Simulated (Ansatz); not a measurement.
## Pulling the pair apart

The pair of C2H4 (SMILES C=C, atoms 1–6) and AsH3 (SMILES [AsH3], atoms 7–10), both closed shells, in one local arrangement (a lower one may exist), relaxed at PBE0-D4/def2-TZVP:

C1  (0.364, 0.464, -1.570)
C2  (-0.494, -0.539, -1.471)
H3  (0.032, 1.496, -1.601)
H4  (1.434, 0.295, -1.624)
H5  (-0.162, -1.572, -1.440)
H6  (-1.564, -0.371, -1.416)
As7  (-0.294, -0.400, 2.087)
H8  (1.180, -0.347, 1.721)
H9  (-0.491, 1.071, 1.760)
H10  (-0.004, -0.097, 3.553)
(Å)

AsH3 is shifted rigidly along the line between the mean atom positions of the two fragments (negative: closer). Counterpoise interaction energies in kcal/mol. Computed with Ansatz 0.2.0 (basis: def2-TZVPPD); correlated methods freeze the cores. Filled d shells of the heavier atoms are correlated. The def2 sets are not built for correlating such inner shells, so the correlated values are less sure here.

| shift (Å) | wB97M-V | r2SCAN-D4 | MP2 |
| --- | --- | --- | --- |
| -0.36 | -0.69 | -0.67 | -0.65 |
| -0.18 | -1.23 | -1.21 | -1.21 |
| 0.00 | -1.37 | -1.37 | -1.38 |
| 0.18 | -1.32 | -1.34 | -1.34 |
| 0.43 | -1.11 | -1.15 | -1.16 |
| 0.89 | -0.71 | -0.75 | -0.75 |
| 1.78 | -0.27 | -0.28 | -0.28 |
| 3.57 | -0.05 | -0.05 | -0.05 |

Problem. What does CCSD(T) give at these shifts? (To be estimated.)

Solution. The calculation gives: -0.07, -0.77, -1.05, -1.10, -0.98, -0.65, -0.25, -0.04 kcal/mol. For zero shift, CCSD(T) at an estimated basis limit (MP2 extrapolated from triple and quadruple zeta, plus CCSD(T) − MP2 in triple zeta) gives -1.35 kcal/mol. These are counterpoise interaction energies, counted from the two frozen fragments.

No T1 diagnostic of these runs exceeds 0.012.

For scale, one of the runs: CCSD(T)/def2-TZVPPD, 247 basis functions, launched by `ansatz run in.yaml --threads 4 --pin off --events-out ev --progress --plain --max-ram 9574MiB`. The run took 54 s on 4 CPU threads of an AMD EPYC 9R45 (shared host), with 5.1 GiB of host memory at its peak.
